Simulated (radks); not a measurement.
Problem. Hg LXXV, 6 electrons, occupied as [He] 2s2 2p2. Method: scalar-relativistic Kohn-Sham, r2SCAN, spin-polarised, spherical densities, finite nucleus; open shells are filled with parallel spins first (spin-orbit coupling, left out, can overturn this in heavy ions); meta-GGA in the generalised Kohn-Sham scheme; Fermi nuclear charge, rms radius 5.4648 fm; computed with a radial shooting solver on a logarithmic mesh with Libxc functionals. Some entries of the table are withheld. Estimate them.

orbital,occ.,eigenvalue (eV),<1/r> (bohr^-1),<r^2> (bohr^2)
1s up,1,-91934.12,97.71,(1)
1s down,1,-91872.99,97.77,(2)
2s up,1,-22437.90,23.75,0.005412
2s down,1,-22338.03,23.67,0.005434
2p up,2,(3),21.02,0.004468
2p down,0,(4),20.97,0.004495

Solution. 
(1) 1s up <r^2> (bohr^2): 0.0003788
(2) 1s down <r^2> (bohr^2): 0.0003781
(3) 2p up eigenvalue (eV): -20539.05
(4) 2p down eigenvalue (eV): -20419.80
